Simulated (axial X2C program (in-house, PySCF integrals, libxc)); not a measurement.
# Estimating the spin–orbit splitting of the π levels of SnCl⁺

Calculated with an axial X2C code built on PySCF integrals. Spin-free means the one-electron spin-free X2C Hamiltonian; two-component (2c) means X2C with spin–orbit coupling and atomic mean-field two-electron Coulomb and Gaunt terms, so the difference of the two also holds small scalar two-electron terms. Basis: Sn dyall-cv3z [11s12p9d4f1g], Cl dyall-av3z [9s8p3d2f] (cores contracted in-house); Gaussian nuclei, density fitting, unrestricted open shells. Masses: Sn 119.902 u, Cl 34.969 u.

Hartree–Fock at 2.270 Å, closed shell. Valence p splittings ε(p3/2) − ε(p1/2) of spherical Dirac–Hartree–Fock atoms with fractionally filled p shells: Cl 3p 0.140 eV.

```tsv
filled π level (eV), spin-free	Cl p share	Sn p share
-18.24	0.89	0.05
```

(1) In first order a p shell splits by 3ζ/2 and a π orbital by ζ. Estimate the splitting of each π level from the shares.

The two-component Hartree–Fock calculation gives:

```json
{"ε(ω = 1/2) (eV)": "-18.289", "σ share of it": "0.00", "ε(ω = 3/2) (eV)": "-18.209", "splitting (eV)": "0.08", "estimate (eV)": "0.08"}
```

The estimate leaves out the mixing of π1/2 with σ1/2 levels, which pushes the ω = 1/2 spinor up or down, the d and f parts of the orbital, small shares of the strongly split outer-core p shell of a metal, the Gaunt term (absent from the atomic values), and the change of the atomic p orbitals with charge; Löwdin shares depend on the basis.

Answers

(1) level -18.24 eV: (2/3) × (0.89 × 0.140) = 0.08 eV.
